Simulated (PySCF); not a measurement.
Ga(F)(Br)(NH2) (BrFGaH2N), SMILES [NH2][Ga]([F])[Br].

Geometry: PBE-D3(BJ)/def2-SVP. The geometry has at least one imaginary mode, so it is a saddle point at that level. The structure was generated by enumeration; whether it is a known compound was not checked. The values are those of a single conformer.

Level of theory: PBE-D3(BJ)/def2-SVP in PySCF.

Frequencies are harmonic and unscaled.

```csv
mode,ν (cm⁻¹),IR (km/mol),moving atoms (share of kinetic energy)
1,175i,162.5,"H 59 %, N 31 %"
2,120,2.6,"N 32 %, Ga 23 %, F 17 %, Br 14 %, H 14 %"
3,165,12.8,"F 57 %, N 19 %, Br 10 %, H 10 %"
4,177,2.1,"Ga 41 %, H 28 %, F 19 %, N 8 %"
5,302,26.0,"Br 48 %, Ga 44 %"
6,366,0.2,H 99 %
7,672,30.7,"F 67 %, N 14 %, Ga 13 %"
8,712,88.6,"H 74 %, N 21 %"
9,738,58.4,"N 52 %, Ga 24 %, H 12 %, F 12 %"
10,1443,20.1,"H 89 %, N 10 %"
11,3522,47.9,H 96 %
12,3641,50.5,"H 91 %, N 9 %"
```
